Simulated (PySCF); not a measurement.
Cartesian coordinates in Å; atom numbers follow the order of the lines, from 1:
```xyz
17

C    -4.017    1.915   -0.330
C    -3.436    0.856   -0.179
Si   -2.562   -0.744    0.038
N    -0.853   -0.446    0.171
C     0.021   -0.898   -0.638
C     1.458   -0.635   -0.509
C     1.968    0.128    0.472
C     3.406    0.443    0.665
H    -4.530    2.851   -0.463
H    -3.042   -1.376    1.299
H    -2.898   -1.627   -1.128
H    -0.253   -1.532   -1.511
H     2.115   -1.088   -1.260
H     1.247    0.549    1.185
H     3.573    1.533    0.629
H     4.043   -0.033   -0.093
H     3.745    0.117    1.663
```

Geometry: PBE0-D3(BJ)/def2-SVP; GIAO absolute shieldings from PySCF 2.14.0 with density-fitted response routines, gas phase, non-relativistic, averaged over equivalent atoms.

At CAM-B3LYP/pcSseg-1 (188 basis functions, 36 s wall time on 1 thread of an Arm Neoverse V2, shared host):
```
      atoms  σ (ppm)
         C5      2.1
         C7     29.1
         C6     45.3
         C1     77.8
         C2     94.7
         C8    161.7
        Si3    395.2
         N4    -99.3
        H12    23.08
        H14    23.65
        H13    25.22
    H10/H11    26.51
         H9    29.04
H15/H16/H17    29.32
```

**Question.** What do these become at PBE0/pcSseg-1?

**Answer.** 
```
      atoms  σ at PBE0/pcSseg-1  change
         C5                 7.6    +5.5
         C7                34.2    +5.1
         C6                49.0    +3.7
         C1                80.6    +2.8
         C2                98.4    +3.7
         C8               162.6    +0.9
        Si3               401.8    +6.6
         N4               -90.8    +8.5
        H12               22.92   -0.16
        H14               23.58   -0.07
        H13               25.08   -0.14
    H10/H11               26.28   -0.23
         H9               28.92   -0.12
H15/H16/H17               29.22   -0.10
```

The largest change is at N4 (imine nitrogen). Cost: 188 basis functions, 27 s wall time on 1 thread of an Arm Neoverse V2, shared host. The order of the carbon signals is the same at both levels.
